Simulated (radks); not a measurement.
Values are calculated unless marked as measured or tabulated.
Charge is removed step by step from the 4p down level of the niobium ion Nb2+, starting from [Ar] 3d10 4s2 4p(up 3, down 3) 4d3. Code: a radial shooting solver on a logarithmic mesh with Libxc functionals. Model: scalar-relativistic Kohn-Sham, PBE, spin-polarised, spherical densities, point nucleus; open shells are filled with parallel spins first (spin-orbit coupling, left out, can overturn this in heavy ions).

removed (e)  E - E(0) (eV)  eigenvalue (eV)  E minus straight line (eV)
0                    0.000          -50.604                       0.000
0.25                13.054          -53.877                      -1.263
0.5                 26.937          -57.235                      -1.696
0.75                41.669          -60.668                      -1.281
1                   57.267          -64.164                       0.000

Removing the whole electron costs 57.267 eV by Delta-SCF, against 50.604 eV from minus the eigenvalue at the starting occupation. Slater's transition state (half an electron removed) gives 57.235 eV. Integrating minus the eigenvalue over the occupation (Janak's theorem) gives 57.285 eV. In this scalar-relativistic scheme the density is built from large components alone, so the theorem holds only approximately. The mean slope of the eigenvalue, de/dn, is 13.6 eV per electron.
